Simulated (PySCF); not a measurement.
Isomers of C2H8Si2, mass 88.016 u with the commonest isotopes. Computed with PySCF 2.14.0, PBE0-D3(BJ)/def2-SVP geometry optimisation, gas phase. One conformer each, none proved a minimum here; rigid rotors.

Problem. Order these by rotational constant A, smallest first.
A. `[CH2:1]=[CH:2][SiH2:3][SiH3:4]` with C1–C2–Si3–Si4 -5°
B. `[SiH2]1C[SiH2]C1`
C. `[SiH3]/C=C\[SiH3]`

Solution. A (6499 MHz), B (7140 MHz), C (8602 MHz).

Problem. Order these by rotational constant C, smallest first.
A. `[SiH3]/C=C\[SiH3]`
B. `[SiH2]1C[SiH2]C1`
C. `[CH2:1]=[CH:2][SiH2:3][SiH3:4]` with C1–C2–Si3–Si4 -5°

Solution. A (1806 MHz), C (1926 MHz), B (2824 MHz).

Problem. Order these by radius of gyration √(Σ m r²/M), largest first.
A. `C1[SiH2]C[SiH2]1`
B. `[CH2:1]=[CH:2][SiH2:3][SiH3:4]` with C1–C2–Si3–Si4 -5°
C. `[SiH3]/C=C\[SiH3]`

Solution. C (1.802 Å), B (1.746 Å), A (1.462 Å).

```json
{"SMILES": "C=C[SiH2][SiH3]", "point group": "near Cs", "Ia (u·Å²)": "77.76", "Ib (u·Å²)": "196.51", "Ic (u·Å²)": "262.41", "κ": "-0.72", "μa (D)": "0.75", "μb (D)": "0.35", "μc (D)": "0.01"}
{"SMILES": "[SiH3]/C=C\\[SiH3]", "point group": "–", "Ia (u·Å²)": "58.75", "Ib (u·Å²)": "232.88", "Ic (u·Å²)": "279.79", "κ": "-0.89", "μa (D)": "0.12", "μb (D)": "0.77", "μc (D)": "0.00"}
{"SMILES": "C1[SiH2]C[SiH2]1", "point group": "D2h", "Ia (u·Å²)": "70.79", "Ib (u·Å²)": "126.53", "Ic (u·Å²)": "178.98", "κ": "-0.46", "μa (D)": "0.00", "μb (D)": "0.00", "μc (D)": "0.01"}
```
